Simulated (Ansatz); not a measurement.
Isolated molecules relaxed with PBE0-D4/def2-TZVP in Ansatz; ΔE leaves out vibrations. CCSD(T)/CBS adds triple-zeta CCSD(T) − MP2 to the extrapolated MP2 energy (def2 sets, frozen cores). This one scheme is used for every species. Functionals use def2-TZVPP. B3LYP here is the variant with VWN-RPA as its local correlation; programs differ in this. Elements past krypton have def2 core potentials. For Sn outer-core shells are correlated without core-valence functions, which leaves a few kJ/mol of doubt a bond. One conformer a species, not always the lowest.

`C[S][SnH]([F])[F]` + silanol → `[F][SnH]([F])[O][SiH3]` + CH₃SH  (ligand exchange at the Sn–S bond)

```
             level  ΔE (kcal/mol)  difference from CCSD(T)/CBS
            PBE-D4            8.8                          3.4
           PBE0-D4            8.2                          2.8
          B3LYP-D4            6.6                          1.2
        r2SCANh-D4            7.1                          1.7
           ωB97X-V            5.2                         -0.2
           ωB97M-V            6.2                          0.8
            B2PLYP            5.4                          0.0
          PBE-QIDH            6.5                          1.1
            revPBE            8.1                          2.7
           r2SCAN0            7.0                          1.6
RPA@PBE/def2-TZVPP            3.8                         -1.6
  CCSD(T)/def2-SVP            3.3                         -2.1
     HF/def2-QZVPP            1.7                         -3.7
    MP2/def2-QZVPP            5.9                          0.5
SCS-MP2/def2-QZVPP            4.4                         -1.0
      HF/CBS(def2)            1.6                         -3.8
       CCSD(T)/CBS            5.4                            0
```

Largest T1 diagnostic among the species: 0.014.

Leaving LDA and LC-ωPBE aside and taking each functional with its dispersion term where it has one, the values, not all of them listed here, spread over 3.8 kcal/mol, from CAM-B3LYP-D4 to PBE-D4. LDA lies +0.9 kcal/mol from PBE without D4. At CCSD(T), def2-SVP lies −2.1 kcal/mol from the extrapolated value and def2-TZVPP −0.7 kcal/mol.
